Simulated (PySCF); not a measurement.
System: tert-butyl(trifluoro)silane, C$_{4}$H$_{9}$F$_{3}$Si (charge 0, singlet). 
Coordinates optimised at B3LYP-D3(BJ)/def2-TZVP (Ansatz):
```xyz
17

C     -1.7251    -1.1841    -0.3640
C     -0.9343     0.1341    -0.4440
C     -1.6941     1.2442     0.3043
C     -0.7400     0.5370    -1.9169
Si     0.7269    -0.1043     0.3455
F      0.6048    -0.5229     1.8719
F      1.6020     1.2195     0.2999
F      1.5707    -1.2388    -0.3767
H     -2.7062    -1.0498    -0.8282
H     -1.8864    -1.4980     0.6688
H     -1.2169    -1.9943    -0.8900
H     -2.6751     1.3895    -0.1569
H     -1.8547     0.9892     1.3534
H     -1.1634     2.1971     0.2636
H     -1.7167     0.6792    -2.3882
H     -0.2079    -0.2314    -2.4806
H     -0.1862     1.4727    -2.0116
```

Dispersion corrections to the total energy (kcal/mol) from the dftd3 and dftd4 libraries through PySCF: D3(BJ) without and D4 with the three-body term, each with the damping fitted for the functional named.

```tsv
functional	D3(BJ)	D4
PBE0	-8.74	[?]
B2PLYP	-8.00	-7.15
TPSSh	-11.67	-12.53
HF	-66.99	-34.86
CAM-B3LYP	[?]	-8.72
B3LYP	[?]	-16.21
PBE	-10.01	-10.17
```

### Question
What belongs in the gaps?

### Answer

- PBE0, D4: -8.64
- CAM-B3LYP, D3(BJ): -7.92
- B3LYP, D3(BJ): -17.16
